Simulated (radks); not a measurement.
Values are calculated unless marked as measured or tabulated.
Sn4-, configuration [Xe].

Level of theory: scalar-relativistic Kohn-Sham, LB94 model potential, spin-polarised, spherical densities, finite nucleus; Fermi nuclear charge, rms radius 4.6519 fm; Watson sphere of charge +5.3 and radius 4.74 bohr (a radial shooting solver on a logarithmic mesh with Libxc functionals).

Energy parts (hartree; the electron-nucleus part includes the sphere):
part                    energy
kinetic             6471.47782
electron-nucleus  -15079.36782
Hartree             2537.83369
(The LB94 potential has no energy functional, so no total or exchange-correlation energy is given.)

Orbitals (lengths in bohr, moments of r in powers of bohr; <r^-3> diverges for s and p1/2):
orbital,occ.,eigenvalue (hartree),<r^-3>
1s,2,-1071.612,-
2s,2,-162.5017,-
2p,6,-146.0948,4738
3s,2,-31.81184,-
3p,6,-26.42867,871.9
3d,10,-18.11119,120.8
4s,2,-5.21949,-
4p,6,-3.60077,157.9
4d,10,-1.26575,14.76
5s,2,-0.68121,-
5p,6,-0.46306,5.947

The highest occupied level is 5p at -12.600 eV. The density falls to 0.001 e/bohr^3 at r = 6.16 bohr. Summed over all electrons, <r^2> = 141.0 bohr^2, which gives a Langevin (diamagnetic) susceptibility term of -112 x 10^-6 cm^3/mol.
